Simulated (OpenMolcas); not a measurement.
An atom or ion with 15 electrons was computed by XMS-RASPT2, IPEA 0.25 Eh, imaginary shift 0.1 Eh with spin-orbit coupling (OpenMolcas, ANO-RCC-VTZP, DKH2). The lowest levels that the run gave, each within 12 % of the measured value where one is at hand:

| J | Parity | E (cm⁻¹) | g |
| --- | --- | --- | --- |
| 3/2 | odd | 0.0 | 2.002 |
| 3/2 | odd | 18720 | 0.802 |
| 5/2 | odd | 18770 | 1.200 |
| 1/2 | odd | 31040 | 0.666 |
| 3/2 | odd | 31090 | 1.332 |
| 5/2 | even | 98680 | 1.601 |
| 3/2 | even | 99240 | 1.735 |
| 1/2 | even | 99570 | 2.670 |
| 3/2 | even | 124960 | 0.800 |
| 5/2 | even | 124980 | 1.201 |

**Question.** Which ion is it, and what are the configurations and terms?

**Answer.** Cl2+ (Z = 17, charge +2; active space 5 electrons in 9 orbitals (RAS2 3s 3p; RAS3 3d, at most 2 electrons)). J, parity and g give the terms where levels are pure, and mixed ones are named by the computed weights; the size of the splittings, set against known spectra of the 15-electron sequence, gives the charge. In order, with the measured energies in cm⁻¹ (Moore, Atomic Energy Levels, vol. I, NSRDS-NBS 35 (1971 reprint of NBS Circular 467, 1949)): 3s² 3p³ ⁴S°_3/2, 3s² 3p³ ²D°_3/2 (18053), 3s² 3p³ ²D°_5/2 (18120), 3s² 3p³ ²P°_1/2 (29812), 3s² 3p³ ²P°_3/2 (29907), 3s 3p⁴ ⁴P_5/2 (98520), 3s 3p⁴ ⁴P_3/2 (99130), 3s 3p⁴ ⁴P_1/2 (99475), 3s 3p⁴ ²D_3/2, 3s 3p⁴ ²D_5/2.

Term energies are means over components that CASPT2 splits; among the terms shown or strongly mixed into the levels shown the widest spread is 170 cm-1 (3s 3p⁴ ²D). The run also gave levels led by 3s² 3p² 3d, which use shells meant for correlation; these and all levels above them are left out. Some terms mix strongly with configurations of 3d, whose occupation reaches 0.30 (3s 3p⁴ ⁴P, 3s 3p⁴ ²D). Measured partners are found by configuration, term and J. A level has none where our copy of the source lacks it or the pairing is in doubt (some pairs that miss far off the trend of their configuration count as doubtful), and it then counts in no deviation. Levels of configurations outside the active space are missing.

° marks odd parity.
